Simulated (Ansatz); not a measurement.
Consider the redistribution: `NCB(O)Cl` + `O/C=C/BF` → `O/C=C/B(O)Cl` + `NCBF`.

Gas-phase electronic energies from Ansatz, PBE0-D4/def2-TZVP geometries. CCSD(T)/CBS adds triple-zeta CCSD(T) − MP2 to the extrapolated MP2 energy (def2 sets, frozen cores). Double bonds are as drawn, so ΔE can hold a change between cis and trans. Functionals use def2-TZVPP. Each species was taken in one conformer, which may not be the lowest.

`NCB(O)Cl`:

Z-matrix (Å, degrees):
```
C
B 1 1.572
N 1 1.451 2 114.9
H 1 1.108 2 104.6 3 -125.8
H 1 1.099 2 108.4 3 122.5
Cl 2 1.767 1 120.4 3 27.5
O 2 1.348 1 123.7 3 -156.1
H 3 1.012 1 110.7 2 -41.8
H 3 1.011 1 111.6 2 -162.0
H 7 0.961 2 113.2 1 4.8
```

`O/C=C/BF`:

```xyz
9

O     0.738    0.822   -1.882
C     0.590    0.492   -0.598
C    -0.392   -0.244   -0.053
B    -0.361   -0.498    1.442
F    -1.313   -1.222    2.030
H     0.014    0.447   -2.397
H     1.395    0.903    0.003
H    -1.180   -0.637   -0.695
H     0.509   -0.063    2.148
```

`O/C=C/B(O)Cl`:

```xyz
10

O    -0.001   -0.909    2.333
C     0.280   -0.333    1.159
C    -0.520   -0.255    0.087
B    -0.047    0.441   -1.183
O     1.185    1.000   -1.271
Cl   -1.127    0.532   -2.602
H    -0.892   -1.277    2.304
H     1.279    0.092    1.162
H    -1.513   -0.697    0.135
H     1.357    1.406   -2.124
```

`NCBF`:

```xyz
9

N    -0.804    0.152   -1.059
C    -0.405   -0.087    0.313
B     1.072    0.264    0.648
F     1.932    0.527   -0.326
H    -1.652   -0.341   -1.300
H    -0.083   -0.128   -1.709
H    -0.519   -1.136    0.660
H    -1.042    0.485    1.002
H     1.500    0.264    1.770
```

Is it downhill or uphill in electronic energy at CCSD(T)/CBS, and by how much? (Estimate.)

Computed: Nearly level: ΔE = +1.6 kJ/mol.

What do these levels give: PBE0-D4, r2SCANh-D4, revPBE, HF/def2-SVP, CCSD(T)/def2-SVP, MP2/CBS(def2)? (Estimate.)

Computed: PBE0-D4 2.0, r2SCANh-D4 1.3, revPBE 1.7, HF/def2-SVP -2.0, CCSD(T)/def2-SVP 2.5, MP2/CBS(def2) 1.6 kJ/mol.

Largest T1 diagnostic among the species: 0.014.

Leaving LDA and LC-ωPBE aside and taking each functional with its dispersion term where it has one, the values, not all of them listed here, spread over 2.2 kJ/mol, from BHLYP-D4 to B97M-V. In def2-TZVPP, CCSD(T) changes the Hartree–Fock value by +3.2 kJ/mol (the triples alone add +0.6 kJ/mol) and MP2 by +3.2 kJ/mol.
